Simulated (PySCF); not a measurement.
Compound: C8H10Si2.
SMILES: `C([SiH2]c1ccccc1)#C[SiH3]`

A linear-response calculation (PySCF, def2-SVPD basis, gas phase, vertical, core orbitals frozen in the response) gave these numbers; the functional is withheld.

Orbital energies (eV): HOMO-3 -7.90, HOMO-2 -7.86, HOMO-1 -7.27, HOMO -7.24, LUMO -1.11, LUMO+1 -0.86, LUMO+2 -0.74.

```tsv
state	E (eV)	f	main configurations (H = HOMO, L = LUMO)
S1	5.21	0.0047	H-1→L (53%), H→L+2 (27%)
S2	5.45	0.0013	H-2→L+1 (47%), H-3→L (19%)
S3	5.57	0.038	H→L (36%), H-2→L+1 (20%), H-3→L (13%)
S4	5.61	0.0028	H-3→L+1 (25%), H-2→L (25%), H→L+1 (18%)
S5	5.69	0.017	H→L (35%), H-3→L (18%), H→L+1 (12%)
S6	5.73	0.0086	H→L+1 (46%), H-3→L+1 (12%), H-1→L+1 (11%)
```

Triplets (Tamm–Dancoff): T1 4.05 eV, H→L (47%), H-1→L+2 (21%), H-1→L+3 (9%); T2 4.54 eV, H-3→L+1 (34%), H-2→L (18%), H-2→L+3 (14%); T3 4.58 eV, H-1→L (57%), H→L+2 (10%), H-1→L+2 (10%); T4 4.65 eV, H-1→L+2 (42%), H→L (26%), H-1→L+3 (16%).

Vertical ionisation energy by ΔSCF with the same functional: 9.01 eV. Mean static polarisability: 150.2 au.

Problem. Name the functional.
A. B3LYP
B. PBE
C. HF
D. CAM-B3LYP

Solution. A. B3LYP is a global hybrid with 20% exact exchange. In this run −ε(HOMO) = 7.24 eV differs from the ΔSCF value by -1.77 eV, and S1 differs from the orbital gap of 6.13 eV by -0.92 eV. The ratio −ε(HOMO)/IP is 0.80. Small neutral molecules mostly give 0.67 to 0.83 with B3LYP, 0.5 to 0.7 with PBE, 0.85 to 0.93 with CAM-B3LYP; with Hartree–Fock the ratio is 1 or more (Koopmans' value less the relaxation energy is the ΔSCF value). The other options: PBE, a GGA without exact exchange; HF, time-dependent Hartree–Fock, 100% exact exchange; CAM-B3LYP, range-separated, 19% exact exchange at short range and 65% at long range (ω = 0.33 bohr⁻¹).

Level of theory: TDDFT B3LYP/def2-SVPD, vertical, gas phase, core orbitals frozen in the response in PySCF 2.14.0, density-fitted response routines. Geometry: PBE0-D3(BJ)/def2-SVP, one conformer, isolated molecule.

Shape of the structure used: `[SiH3:1][C:2]#[C:3][SiH2:4][c:5]1[cH:6][cH:7][cH:8][cH:9][cH:10]1`: C3–Si4–C5–C6 18°.
